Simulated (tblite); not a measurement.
Compound: C5H5FN2.
Numbering: `[F:1][CH2:2][c:3]1[cH:4][cH:5][n:6][n:7][cH:8]1` (hydrogens: H9, H10 on C2; H11 on C4; H12 on C5; H13 on C8)

Computed with GFN2-xTB (tblite), gas phase: Langevin dynamics at 300 K from the optimised GFN2-xTB geometry, time step 0.5 fs, friction 0.01 fs⁻¹, 2000 steps.

Start geometry:
```
atom  x, y, z in Å
F1      2.384   -1.024    0.243
C2      1.824    0.147   -0.195
C3      0.330    0.123   -0.077
C4     -0.369   -0.963    0.418
C5     -1.757   -0.846    0.473
N6     -2.403    0.232    0.077
N7     -1.748    1.254   -0.388
C8     -0.436    1.228   -0.470
H9      2.131    0.278   -1.240
H10     2.250    0.954    0.413
H11     0.139   -1.856    0.746
H12    -2.375   -1.648    0.849
H13     0.026    2.122   -0.866
```

The statistics below take the 31 frames saved every 25 fs from 250 to 1000 fs; their kinetic temperature (all 3N coordinates) averages 344 K.

Question: Give the mean, spread and extremes of the bond lengths.

Answer: 
| bond | start (Å) | mean (Å) | standard deviation (Å) | shortest (Å) | longest (Å) |
| --- | --- | --- | --- | --- | --- |
| F1–C2 | 1.369 | 1.376 | 0.032 | 1.324 | 1.443 |
| C2–C3 | 1.498 | 1.509 | 0.033 | 1.433 | 1.568 |
| C3–C4 | 1.383 | 1.383 | 0.026 | 1.341 | 1.435 |
| C4–C5 | 1.394 | 1.397 | 0.033 | 1.331 | 1.449 |
| C5–N6 | 1.317 | 1.313 | 0.026 | 1.260 | 1.373 |
| N6–N7 | 1.299 | 1.300 | 0.025 | 1.254 | 1.369 |
| N7–C8 | 1.315 | 1.321 | 0.023 | 1.275 | 1.384 |
| C3–C8 | 1.401 | 1.409 | 0.024 | 1.365 | 1.451 |
| C2–H9 | 1.097 | 1.099 | 0.042 | 1.029 | 1.193 |
| C2–H10 | 1.097 | 1.104 | 0.028 | 1.047 | 1.148 |
| C4–H11 | 1.079 | 1.082 | 0.024 | 1.038 | 1.140 |
| C5–H12 | 1.080 | 1.082 | 0.018 | 1.047 | 1.118 |
| C8–H13 | 1.082 | 1.086 | 0.028 | 1.028 | 1.139 |

Question: Give the same statistics for bond angles, one of each kind among heavy atoms.

Answer: 
```tsv
angle	start (°)	mean (°)	standard deviation (°)	smallest (°)	largest (°)
F1–C2–C3	111.6	112.1	3.7	105.4	119.0
C2–C3–C4	123.0	124.0	3.5	118.3	131.0
C2–C3–C8	120.7	119.8	3.8	111.6	128.3
C4–C3–C8	116.3	115.9	2.7	109.9	121.7
C3–C4–C5	116.9	116.8	3.3	110.2	124.8
C4–C5–N6	123.0	122.9	3.5	116.7	131.3
C5–N6–N7	120.3	120.2	3.1	115.0	126.4
N6–N7–C8	120.6	120.4	3.4	110.9	127.2
C3–C8–N7	122.9	122.5	3.2	117.6	129.6
```

Question: How far does each atom move about its mean position (frames aligned on the start, all atoms weighted alike), and what rms force does it feel?

Answer: 
| atom | rms displacement (Å) | rms force (eV/Å) |
| --- | --- | --- |
| F1 | 0.34 | 1.06 |
| C2 | 0.06 | 2.10 |
| C3 | 0.08 | 1.89 |
| C4 | 0.10 | 2.01 |
| C5 | 0.09 | 2.08 |
| N6 | 0.10 | 1.69 |
| N7 | 0.13 | 1.77 |
| C8 | 0.12 | 1.85 |
| H9 | 0.32 | 1.40 |
| H10 | 0.34 | 1.00 |
| H11 | 0.19 | 0.94 |
| H12 | 0.17 | 0.74 |
| H13 | 0.20 | 1.06 |

The displacements run from 0.06 to 0.34 Å.

Question: Follow the torsion F1–C2–C3–C4 through every second one of these frames.

Answer: 
```csv
t (fs),F1–C2–C3–C4 (°)
250,11
300,23
350,19
400,9
450,4
500,-26
550,-14
600,-5
650,14
700,24
750,41
800,40
850,38
900,42
950,30
1000,29
```

Largest departure from the start value over all these frames: F1–C2–C3–C4 56° (start 0°).

Question: How widely does the potential energy scatter, against a harmonic estimate?

Answer: Mean 0.52 eV above the start, standard deviation 0.094 eV, range 0.32 to 0.81 eV. For 33 classical harmonic modes at 300 K the canonical values are 33kT/2 = 0.43 eV and kT·√(33/2) = 0.105 eV.

The run is classical and short, so these are rough statistics of one trajectory.

What follows is the cost of the whole dynamics run. Time: 9.4 s of wall time; peak memory 0.18 GiB. Hardware: an Arm Neoverse V1 with one thread, shared host with 32 logical CPUs at a one-minute load of 8.8.
